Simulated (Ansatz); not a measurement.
`[NH2][Al]1[CH2][CH2]1` → `[CH3][AlH][CH]=N`  (isomerisation)

Calculated with Ansatz (gas phase, PBE0-D4/def2-TZVP geometries, no zero-point term in ΔE). CCSD(T)/CBS is the MP2 limit (def2-TZVPP, def2-QZVPP) plus CCSD(T) − MP2 in def2-TZVPP, frozen cores. DFT in def2-TZVPP. Each species was taken in one conformer, which may not be the lowest.

| level | ΔE (kcal/mol) |
| --- | --- |
| B97M-V | 7.4 |
| BHLYP-D4 | 7.2 |
| ωB97X-V | 8.8 |
| PBE | 10.0 |
| PBE0 | 11.2 |
| HF/def2-SVP | -0.1 |
| HF/def2-TZVPP | 1.4 |
| MP2/def2-QZVPP | 12.5 |

(1) What does CCSD(T)/CBS give? (Best estimate.)

Largest T1 diagnostic among the species: 0.011.

Answers

(1) Computed: +9.0 kcal/mol. The listed levels differ from it by -1.6, -1.8, -0.2, 1.0, 2.2, -9.1, -7.6, 3.5 kcal/mol.

At CCSD(T), def2-SVP lies −5.7 kcal/mol from the extrapolated value and def2-TZVPP −1.2 kcal/mol. From BLYP to BHLYP (50 % exact exchange), in def2-TZVPP and without D4, ΔE moves by +2.5 kcal/mol.
